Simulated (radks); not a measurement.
Results of a calculation; reference values are marked as such.
The gadolinium ion Gd5+, 59 electrons, occupied as [Kr] 4d10 4f6 5s2 5p5.

Code: a radial shooting solver on a logarithmic mesh with Libxc functionals. Model: scalar-relativistic Kohn-Sham, SCAN, spin-polarised, spherical densities, finite nucleus; open shells are filled with parallel spins first (spin-orbit coupling, left out, can overturn this in heavy ions); meta-GGA in the generalised Kohn-Sham scheme; Fermi nuclear charge, rms radius 5.1569 fm.

Energy parts (hartree):
| part | energy |
|---|---|
| total | -11266.6809 |
| kinetic | 12097.7037 |
| electron-nucleus | -27346.1943 |
| Hartree | 4229.7815 |
| exchange-correlation | -247.9718 |

Orbitals (lengths in bohr, moments of r in powers of bohr):
[
 {"orbital": "1s up", "occ.": "1", "eigenvalue (hartree)": "-1846.017", "<r>": "0.02191"},
 {"orbital": "1s down", "occ.": "1", "eigenvalue (hartree)": "-1846.013", "<r>": "0.02191"},
 {"orbital": "2s up", "occ.": "1", "eigenvalue (hartree)": "-307.5639", "<r>": "0.09323"},
 {"orbital": "2s down", "occ.": "1", "eigenvalue (hartree)": "-307.5581", "<r>": "0.09323"},
 {"orbital": "2p up", "occ.": "3", "eigenvalue (hartree)": "-273.8050", "<r>": "0.08237"},
 {"orbital": "2p down", "occ.": "3", "eigenvalue (hartree)": "-273.7992", "<r>": "0.08237"},
 {"orbital": "3s up", "occ.": "1", "eigenvalue (hartree)": "-70.41270", "<r>": "0.2441"},
 {"orbital": "3s down", "occ.": "1", "eigenvalue (hartree)": "-70.29919", "<r>": "0.2438"},
 {"orbital": "3p up", "occ.": "3", "eigenvalue (hartree)": "-59.87939", "<r>": "0.2429"},
 {"orbital": "3p down", "occ.": "3", "eigenvalue (hartree)": "-59.76173", "<r>": "0.2426"},
 {"orbital": "3d up", "occ.": "5", "eigenvalue (hartree)": "-45.97365", "<r>": "0.2214"},
 {"orbital": "3d down", "occ.": "5", "eigenvalue (hartree)": "-45.87686", "<r>": "0.2210"},
 {"orbital": "4s up", "occ.": "1", "eigenvalue (hartree)": "-16.27933", "<r>": "0.5515"},
 {"orbital": "4s down", "occ.": "1", "eigenvalue (hartree)": "-16.01885", "<r>": "0.5521"},
 {"orbital": "4p up", "occ.": "3", "eigenvalue (hartree)": "-12.77998", "<r>": "0.5829"},
 {"orbital": "4p down", "occ.": "3", "eigenvalue (hartree)": "-12.51961", "<r>": "0.5838"},
 {"orbital": "4d up", "occ.": "5", "eigenvalue (hartree)": "-7.92973", "<r>": "0.6314"},
 {"orbital": "4d down", "occ.": "5", "eigenvalue (hartree)": "-7.66259", "<r>": "0.6333"},
 {"orbital": "5s up", "occ.": "1", "eigenvalue (hartree)": "-4.00877", "<r>": "1.271"},
 {"orbital": "5s down", "occ.": "1", "eigenvalue (hartree)": "-3.86511", "<r>": "1.294"},
 {"orbital": "5p up", "occ.": "3", "eigenvalue (hartree)": "-3.07825", "<r>": "1.426"},
 {"orbital": "5p down", "occ.": "2", "eigenvalue (hartree)": "-2.95200", "<r>": "1.453"},
 {"orbital": "4f up", "occ.": "6", "eigenvalue (hartree)": "-2.66374", "<r>": "0.7811"}
]

The highest occupied level is 4f up at -72.484 eV. The spin density at the nucleus is 2.47 e/bohr^3 (1s -0.34, 2s -1.37, 3s -21.13, 4s 9.36, 5s 15.94). For comparison, the ionisation energy in NIST's Atomic Spectra Database is 89 eV (theoretical). In exact Kohn-Sham theory the highest level is minus the ionisation energy, but local and semilocal functionals leave it too shallow, through self-interaction and a potential that decays too fast; potentials with the right tail come closer. The density falls to 0.001 e/bohr^3 at r = 2.96 bohr. Spin moment in Bohr magnetons: 7.

Empty levels of this run are not shown, since the potential may be unsettled where no density lies.
